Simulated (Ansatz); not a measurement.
ClGeH$_{3}$OSi, SMILES `[SiH3][O][Ge][Cl]`. The species carries charge 0 and has multiplicity 1. Geometry: relaxed with PBE0-D4/def2-TZVP. It is one conformer, not always the lowest.

```xyz
7

Si    0.524    0.479   -0.592
O    -0.123    0.614    0.926
Ge   -1.128   -0.338    2.025
Cl   -1.445   -2.125    0.764
H     1.282    1.727   -0.858
H     1.443   -0.684   -0.662
H    -0.552    0.327   -1.603
```

What is the dipole moment at ωB97M-V/def2-TZVPP? (Estimate.)

Computed: 1.57 D, with components (-0.06, 1.00, 1.21) D in this frame, pointing from negative to positive charge.

And with PBE, r2SCAN, B3LYP? (Best estimate.)

Ansatz gave: PBE 1.35 D, r2SCAN 1.36 D, B3LYP 1.50 D.

Give the Mulliken charges with ωB97M-V, B3LYP, r2SCAN in def2-TZVPP. (An estimate is asked.)

The calculation gave: 
```tsv
atom	ωB97M-V	B3LYP	r2SCAN
Si1	0.32	0.42	0.46
O2	-0.48	-0.46	-0.48
Ge3	0.57	0.58	0.57
Cl4	-0.32	-0.33	-0.33
H5	-0.04	-0.07	-0.08
H6	-0.03	-0.07	-0.07
H7	-0.03	-0.07	-0.07
```

B3LYP here is the variant with VWN-RPA as its local correlation; programs differ in this.
